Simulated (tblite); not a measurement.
A tight-binding relaxation on `C=C[C@@H]([SiH2]P)[SiH2]C=O`.

Computed with GFN2-xTB geometry optimisation, gas phase (tblite 0.8.0). Start geometry: from a force field or distance geometry. The command runs a driver script over a list of jobs; the input below is this job's line of settings and its coordinates in Å.

Command:
```bash
OMP_NUM_THREADS=1 python probes_run.py task.json out
```

Input:
```
{"job": {"kind": "relax", "xc": "GFN2-xTB", "basis": "xTB"}, "charge": 0, "multiplicity": 1}
C     -1.826300    -1.998700     0.801400
C     -1.341500    -0.782800     0.549100
C     -0.359800    -0.528400    -0.556000
Si    -0.462800     1.204200    -1.212200
P     -0.394100     2.788400     0.239900
Si     1.325200    -1.120100    -0.159100
C      2.508000     0.219300     0.294200
O      2.536500     0.579200     1.476800
H     -1.580600    -2.879700     0.221500
H     -2.534700    -2.101800     1.636600
H     -1.628800     0.062100     1.179500
H     -0.740600    -1.195300    -1.391800
H     -1.755800     1.308300    -1.933200
H      0.598200     1.426900    -2.209000
H     -1.535900     3.060500     1.031600
H      0.869900     3.219800     0.731000
H      1.259100    -2.029500     1.003300
H      1.895100    -1.900300    -1.276400
H      3.159000     0.677100    -0.434700
```

Output:
```
step      E/eV     max force
  0    -654.85753    2.761
  1    -655.11328    3.123
  2    -655.27887    1.609
  3    -655.41758    1.896
  4    -655.88214    1.548
  5    -655.95271    1.270
  6    -656.07928    0.806
  7    -656.12345    0.489
  8    -656.15812    0.380
  9    -656.17707    0.468
... (230 lines left out)
240    -656.53585    0.026
241    -656.53598    0.034
242    -656.53612    0.042
243    -656.53625    0.048
244    -656.53636    0.020
245    -656.53645    0.020
246    -656.53653    0.025
247    -656.53659    0.020
248    -656.53662    0.010
249    -656.53664    0.008
```

«max force» is the largest atomic force in eV/Å.

Task: From which step on does the largest force stay under 0.1 eV/Å, and how much energy is left to gain from there?

Result: From step 216 (0.047 eV/Å), 8.2 meV above the end.

Main results: energy lowered by 38.7 kcal/mol over 249 steps; largest atomic force 0.008 eV/Å at the end.

Task: Where do the atoms end?

Result: 1.060 Å rms from the input after alignment:
```
atom  x, y, z in Å
C1    -1.8552   -1.6475    1.0623
C2    -0.8964   -0.7944    0.7474
C3    -0.2464   -0.6955   -0.5897
Si4   -0.6885    0.9886   -1.3955
P5     0.1323    2.6741   -0.1720
Si6    1.6305   -1.0264   -0.4290
C7     2.2289    0.0652    1.0309
O8     2.8422   -0.3437    1.9808
H9    -2.2338   -2.3575    0.3448
H10   -2.2970   -1.6760    2.0436
H11   -0.5320   -0.0930    1.4905
H12   -0.6685   -1.4655   -1.2411
H13   -2.1488    1.0404   -1.5599
H14   -0.0571    1.0835   -2.7166
H15   -0.6823    3.6305   -0.7495
H16   -0.7316    2.5046    0.8953
H17    1.8906   -2.4255   -0.0944
H18    2.3426   -0.6028   -1.6382
H19    1.9607    1.1503    0.9826
```

Task: Estimate the wall time. Hardware: an Intel Xeon at 2.50 GHz with one thread, on a shared host.

Result: About 6.4 s.
Labels such as C1 count atoms from 1, the log's own numbers from 0.
